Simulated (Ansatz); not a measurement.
An input meant for the cluster Sn₄²⁺ (charge 2, singlet).

```yaml
crystal:
  periodic: [false, false, false]
  atoms:
    - {symbol: Sn, position_ang: [0.636038, -0.204168, 1.294648]}
    - {symbol: Sn, position_ang: [0.020131, 2.515998, 0.387367]}
    - {symbol: Sn, position_ang: [-0.019826, -2.515987, -0.387461]}
    - {symbol: Sn, position_ang: [-0.636353, 0.204156, -1.294553]}
basis:
  gaussian: {orbitals: def2-TZVP, final_grid: {core_spheres: 1, valence_spheres: 1, degree: 1}}
total_charge: 2
hamiltonian: {xc: {name: r2SCAN}}
scf: {omitted_lower_state_checks: [starts]}
```

```sh
$ ansatz run in.yaml --threads 4 --pin off --events-out ev --progress --plain --max-ram 4787MiB
```

It prints (some lines left out):

```
Functional definition: r2SCAN
1552 factors; their error is unknown
mean field evaluation 1: about -23306.6261 eV, gradient 6.4e1 eV
mean field evaluation 2: about -23260.0980 eV, gradient 1.4e2 eV
mean field evaluation 4: about -23317.9369 eV, gradient 1.2e1 eV
mean field evaluation 8: about -23317.9377 eV, gradient 1.2e1 eV
mean field evaluation 16: about -24087.1028 eV, gradient 5.1e1 eV
mean field evaluation 32: about -24254.2273 eV, gradient 6.9e0 eV
mean field evaluation 64: about -24262.1959 eV, gradient 1.3e-5 eV
a density is far from that of the atoms, so the factors are made again for it
2355 factors; integrals over basis functions are off by at most 4.2e-5 eV
mean field evaluation 96: about -24239.0597 eV, gradient 2.2e1 eV
mean field evaluation 128: about -24253.7848 eV, gradient 3.4e-6 eV
mean field -24253.78475705 eV, -891.3101500159 hartree, gradient 3.4e-6 eV, S^2 0.000000; 0 other end points of the search recorded, 0 dependent functions left out
reference -24253.78481981 eV, -891.3101523224 hartree; 43, 43 occupied and 157, 157 virtual orbitals, 2355 factors
Total energy: -24253.78481981 eV, -891.3101523224 hartree
Checks for a lower state left out: starts
```

In this input the integration grid is far too coarse. The run converged. The result belongs to that input, not to the species as meant.

In the def2 sets Sn takes a core potential; there is no spin–orbit coupling.
